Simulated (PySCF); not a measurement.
First SCF of a structure search on doublet FCoN, at a hand-made bent geometry. PySCF input:

```python
from pyscf import gto, scf, dft
mol = gto.M(atom='''
Co     0.000000     0.000000     0.000000
N     -1.335200     0.000000     0.934900
F      1.433500     0.000000     1.003800''',
    basis={'Co': 'def2-TZVP', 'N': 'def2-TZVP', 'F': 'def2-TZVP'},
    charge=0, spin=1)
mf = dft.UKS(mol, xc='PBE0')
mf.grids.atom_grid = (50, 194)
aux = {'Co': 'def2-universal-JKFIT', 'N': 'def2-universal-JKFIT', 'F': 'def2-universal-JKFIT'}
mf = mf.density_fit(auxbasis=aux)
mf.conv_tol = 1e-08
mf.diis_space = 10
mf.max_cycle = 60
mf.init_guess = 'minao'
mf.verbose = 4
mf.kernel()
```

Excerpt of the output (cycles alone); where DIIS stalls, ADIIS, DIIS with a small level shift and a second-order solver take over in turn:

```
init E= -1535.94360696011
cycle= 1 E= -1520.19190832898  delta_E= 15.8  |g|= 5.64  |ddm|= 18.2
cycle= 2 E= -1474.66926522102  delta_E= 45.5  |g|= 13.1  |ddm|= 20.1
cycle= 3 E= -1519.15074358618  delta_E= -44.5  |g|= 8.27  |ddm|= 7.93
cycle= 4 E= -1513.83691452921  delta_E= 5.31  |g|= 7.67  |ddm|= 3.15
cycle= 5 E= -1524.29204549478  delta_E= -10.5  |g|= 6.61  |ddm|= 3.04
cycle= 6 E= -1530.54794547506  delta_E= -6.26  |g|= 5.07  |ddm|= 3.22
cycle= 7 E= -1532.10846223047  delta_E= -1.56  |g|=  4.4  |ddm|= 0.488
cycle= 8 E= -1531.56511656146  delta_E= 0.543  |g|= 4.52  |ddm|= 0.342
cycle= 9 E= -1532.18029304965  delta_E= -0.615  |g|= 4.31  |ddm|= 0.243
cycle= 10 E= -1532.1691922759  delta_E= 0.0111  |g|= 4.31  |ddm|= 0.0429
cycle= 11 E= -1532.22089314769  delta_E= -0.0517  |g|= 4.32  |ddm|= 0.183
cycle= 12 E= -1511.58448025832  delta_E= 20.6  |g|= 6.35  |ddm|= 13.8
cycle= 13 E= -1532.91860075471  delta_E= -21.3  |g|= 3.62  |ddm|= 13.8
... 38 lines left out ...
cycle= 52 E= -1536.91035094463  delta_E= -2.29e-06  |g|= 0.00129  |ddm|= 0.00204
cycle= 53 E= -1536.91034101306  delta_E= 9.93e-06  |g|= 0.00113  |ddm|= 0.0105
cycle= 54 E= -1536.91030388903  delta_E= 3.71e-05  |g|= 0.00138  |ddm|= 0.0352
cycle= 55 E= -1536.91030699483  delta_E= -3.11e-06  |g|= 0.00124  |ddm|= 0.00307
cycle= 56 E= -1536.91025182592  delta_E= 5.52e-05  |g|= 0.00347  |ddm|= 0.0425
cycle= 57 E= -1536.91025055432  delta_E= 1.27e-06  |g|= 0.00399  |ddm|= 0.00936
cycle= 58 E= -1536.91026314234  delta_E= -1.26e-05  |g|= 0.00225  |ddm|= 0.0171
cycle= 59 E= -1536.91025135117  delta_E= 1.18e-05  |g|= 0.00398  |ddm|= 0.00967
cycle= 60 E= -1536.91027051566  delta_E= -1.92e-05  |g|= 0.00188  |ddm|= 0.0151
SCF not converged.
init E= -1535.94360696011
cycle= 1 E= -1520.19190832898  delta_E= 15.8  |g|= 5.64  |ddm|= 18.2
cycle= 2 E= -1474.66926522102  delta_E= 45.5  |g|= 13.1  |ddm|= 20.1
cycle= 3 E= -1526.45442587711  delta_E= -51.8  |g|= 6.08  |ddm|= 9.17
cycle= 4 E= -1521.56267801325  delta_E= 4.89  |g|= 4.28  |ddm|= 3.48
cycle= 5 E= -1536.70972158564  delta_E= -15.1  |g|= 1.05  |ddm|= 2.59
cycle= 6 E= -1532.88013377205  delta_E= 3.83  |g|=  4.1  |ddm|= 1.32
cycle= 7 E= -1536.26858823571  delta_E= -3.39  |g|= 1.77  |ddm|= 0.788
cycle= 8 E= -1536.89983186609  delta_E= -0.631  |g|= 0.13  |ddm|= 0.424
cycle= 9 E= -1536.88349742237  delta_E= 0.0163  |g|= 0.234  |ddm|= 0.191
cycle= 10 E= -1536.88954117315  delta_E= -0.00604  |g|= 0.294  |ddm|= 0.146
cycle= 11 E= -1536.90090915697  delta_E= -0.0114  |g|= 0.155  |ddm|= 0.106
cycle= 12 E= -1536.9042361856  delta_E= -0.00333  |g|= 0.105  |ddm|= 0.0864
cycle= 13 E= -1536.90595764112  delta_E= -0.00172  |g|= 0.0801  |ddm|= 0.0692
cycle= 14 E= -1536.90776231474  delta_E= -0.0018  |g|= 0.05  |ddm|= 0.0567
cycle= 15 E= -1536.90789790325  delta_E= -0.000136  |g|= 0.0655  |ddm|= 0.0503
cycle= 16 E= -1536.90783257224  delta_E= 6.53e-05  |g|= 0.0859  |ddm|= 0.0481
cycle= 17 E= -1536.90694241337  delta_E= 0.00089  |g|= 0.118  |ddm|= 0.0545
cycle= 18 E= -1536.90983186518  delta_E= -0.00289  |g|= 0.0445  |ddm|= 0.0471
cycle= 19 E= -1536.90689722662  delta_E= 0.00293  |g|= 0.116  |ddm|= 0.0751
cycle= 20 E= -1536.9090165182  delta_E= -0.00212  |g|= 0.107  |ddm|= 0.0607
SCF not converged.
init E= -1536.9090165182
cycle= 1 E= -1536.8379800605  delta_E= 0.071  |g|= 0.581  |ddm|= 0.174
cycle= 2 E= -1534.93107864351  delta_E= 1.91  |g|= 2.95  |ddm|= 0.902
cycle= 3 E= -1536.77471572343  delta_E= -1.84  |g|= 0.727  |ddm|= 0.58
cycle= 4 E= -1536.91184408448  delta_E= -0.137  |g|= 0.0771  |ddm|= 0.201
cycle= 5 E= -1536.91427531654  delta_E= -0.00243  |g|= 0.0255  |ddm|= 0.0439
cycle= 6 E= -1536.91558998886  delta_E= -0.00131  |g|= 0.0191  |ddm|= 0.0311
cycle= 7 E= -1536.91667148092  delta_E= -0.00108  |g|= 0.0191  |ddm|= 0.0253
cycle= 8 E= -1536.91498147042  delta_E= 0.00169  |g|= 0.0202  |ddm|= 0.0393
cycle= 9 E= -1536.91474341307  delta_E= 0.000238  |g|= 0.0195  |ddm|= 0.00644
cycle= 10 E= -1536.91056183823  delta_E= 0.00418  |g|= 0.0171  |ddm|= 0.135
cycle= 11 E= -1536.91014212907  delta_E= 0.00042  |g|= 0.0131  |ddm|= 0.0383
cycle= 12 E= -1536.91013046214  delta_E= 1.17e-05  |g|= 0.00855  |ddm|= 0.0209
cycle= 13 E= -1536.91018440618  delta_E= -5.39e-05  |g|= 0.00506  |ddm|= 0.0189
cycle= 14 E= -1536.91035108674  delta_E= -0.000167  |g|= 0.00363  |ddm|= 0.0267
cycle= 15 E= -1536.91039904882  delta_E= -4.8e-05  |g|= 0.00313  |ddm|= 0.0178
cycle= 16 E= -1536.91051927572  delta_E= -0.00012  |g|= 0.00266  |ddm|= 0.0264
cycle= 17 E= -1536.91056683338  delta_E= -4.76e-05  |g|= 0.00233  |ddm|= 0.0162
cycle= 18 E= -1536.91059687092  delta_E= -3e-05  |g|= 0.00149  |ddm|= 0.0109
cycle= 19 E= -1536.91062504447  delta_E= -2.82e-05  |g|= 0.00132  |ddm|= 0.00992
cycle= 20 E= -1536.91065097534  delta_E= -2.59e-05  |g|= 0.00126  |ddm|= 0.00966
cycle= 21 E= -1536.91067264333  delta_E= -2.17e-05  |g|= 0.00125  |ddm|= 0.00814
cycle= 22 E= -1536.91068560249  delta_E= -1.3e-05  |g|= 0.00138  |ddm|= 0.0049
cycle= 23 E= -1536.91069438733  delta_E= -8.78e-06  |g|= 0.00146  |ddm|= 0.00336
cycle= 24 E= -1536.91069696548  delta_E= -2.58e-06  |g|= 0.00162  |ddm|= 0.00104
cycle= 25 E= -1536.91070110902  delta_E= -4.14e-06  |g|= 0.00162  |ddm|= 0.00155
cycle= 26 E= -1536.9107027866  delta_E= -1.68e-06  |g|= 0.00169  |ddm|= 0.000658
cycle= 27 E= -1536.9106962715  delta_E= 6.52e-06  |g|= 0.00199  |ddm|= 0.00253
cycle= 28 E= -1536.91069209659  delta_E= 4.17e-06  |g|= 0.00196  |ddm|= 0.00171
cycle= 29 E= -1536.91068765307  delta_E= 4.44e-06  |g|= 0.00191  |ddm|= 0.00194
cycle= 30 E= -1536.91068810704  delta_E= -4.54e-07  |g|= 0.0018  |ddm|= 0.000605
SCF not converged.
macro= 0  E= -1536.91093730512  delta_E= -0.000249198  |g|= 0.00180043  1 KF 19 JK
macro= 1  E= -1536.9196606049  delta_E= -0.0087233  |g|= 0.0702736  4 KF 21 JK
macro= 2  E= -1536.92594734868  delta_E= -0.00628674  |g|= 0.0508146  2 KF 8 JK
macro= 3  E= -1536.93161316793  delta_E= -0.00566582  |g|= 0.0332916  3 KF 12 JK
macro= 4  E= -1536.93218519403  delta_E= -0.000572026  |g|= 0.000955235  4 KF 18 JK
macro= 5  E= -1536.93218546787  delta_E= -2.73833e-07  |g|= 9.11473e-05  2 KF 11 JK
macro= 6  E= -1536.93218546787  delta_E= -4.54747e-13  |g|= 2.79202e-05  1 KF 2 JK
macro X = 7  E=-1536.93218546787  |g|= 2.79202e-05  total 18 KF 99 JK
converged SCF energy = -1536.93218546787  <S^2> = 1.9499328  2S+1 = 2.9664341
```

No lower solution of this spin was found from smeared starts or by a stability analysis within the unrestricted form.

With open d or f shells other occupations or spin states may lie lower.

The search for the lowest solution, 3 starts and the stability check together, took 28 s on 4 threads of a shared Arm Neoverse V2 host, with 107 basis functions; the process peaked at 0.41 GiB.
